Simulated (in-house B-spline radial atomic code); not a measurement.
# How G0W0 and RPA depend on the start: F⁵⁺

Configuration [He] 2s2. Computed with a B-spline radial code for spherical atoms: all electrons, scalar-relativistic (spin-free one-electron X2C), finite nucleus, each spin shell either full or empty, empty states to l = 9 with an (l + 1/2)⁻⁴ tail; G0W0 by contour deformation at full frequency.

```json
{"start": "Hartree-Fock", "mean-field 2s (eV)": "-154.33", "G0W0 (eV)": "-156.63", "QP weight": "0.975", "RPA correlation (Eh)": "-0.20734"}
{"start": "LDA VWN5", "mean-field 2s (eV)": "-143.57", "G0W0 (eV)": "?", "QP weight": "?", "RPA correlation (Eh)": "?"}
{"start": "PBE", "mean-field 2s (eV)": "-144.16", "G0W0 (eV)": "-157.25", "QP weight": "0.946", "RPA correlation (Eh)": "-0.29368"}
{"start": "PBE0", "mean-field 2s (eV)": "-146.99", "G0W0 (eV)": "-157.09", "QP weight": "0.956", "RPA correlation (Eh)": "-0.2601"}
{"start": "r2SCAN", "mean-field 2s (eV)": "-144.74", "G0W0 (eV)": "-157.24", "QP weight": "0.950", "RPA correlation (Eh)": "-0.28138"}
{"start": "HSE06", "mean-field 2s (eV)": "-146.55", "G0W0 (eV)": "-157.11", "QP weight": "0.955", "RPA correlation (Eh)": "-0.2637"}
{"start": "B3LYP (VWN-RPA)", "mean-field 2s (eV)": "-146.54", "G0W0 (eV)": "-157.14", "QP weight": "0.954", "RPA correlation (Eh)": "-0.26649"}
{"start": "SCAN", "mean-field 2s (eV)": "-144.79", "G0W0 (eV)": "-157.24", "QP weight": "0.950", "RPA correlation (Eh)": "-0.28191"}
{"start": "TPSS", "mean-field 2s (eV)": "-144.68", "G0W0 (eV)": "-157.22", "QP weight": "0.948", "RPA correlation (Eh)": "-0.28598"}
{"start": "BHandHLYP", "mean-field 2s (eV)": "-149.75", "G0W0 (eV)": "-156.93", "QP weight": "0.964", "RPA correlation (Eh)": "-0.23768"}
{"start": "CAM-B3LYP", "mean-field 2s (eV)": "-148.50", "G0W0 (eV)": "?", "QP weight": "?", "RPA correlation (Eh)": "?"}
{"start": "LC-wPBE", "mean-field 2s (eV)": "-149.86", "G0W0 (eV)": "-156.99", "QP weight": "0.963", "RPA correlation (Eh)": "-0.24323"}
{"start": "wB97X", "mean-field 2s (eV)": "-149.53", "G0W0 (eV)": "-156.93", "QP weight": "0.964", "RPA correlation (Eh)": "-0.2409"}
{"start": "PBEsol", "mean-field 2s (eV)": "-143.75", "G0W0 (eV)": "-157.27", "QP weight": "0.946", "RPA correlation (Eh)": "-0.29332"}
{"start": "BLYP", "mean-field 2s (eV)": "-144.15", "G0W0 (eV)": "-157.25", "QP weight": "0.945", "RPA correlation (Eh)": "-0.29463"}
{"start": "r2SCAN0", "mean-field 2s (eV)": "-147.35", "G0W0 (eV)": "-157.08", "QP weight": "0.959", "RPA correlation (Eh)": "-0.25431"}
{"start": "LDA exchange-only", "mean-field 2s (eV)": "-141.72", "G0W0 (eV)": "-157.23", "QP weight": "0.948", "RPA correlation (Eh)": "-0.29531"}
```

Task: What G0W0 level, weight and RPA correlation energy follow from the CAM-B3LYP start?

Result: G0W0 level -157.03 eV, weight 0.960, RPA correlation -0.24993 hartree.

Task: What G0W0 level, weight and RPA correlation energy follow from the LDA VWN5 start?

Result: G0W0 level -157.31 eV, weight 0.946, RPA correlation -0.29617 hartree.

Task: How much of the dependence on the start does G0W0 remove?

Result: The mean-field levels span 12.6 eV and the G0W0 levels 0.679 eV. Against 157.163 eV (NIST, measured) the G0W0 removal energies are off by -0.53 to +0.15 eV.
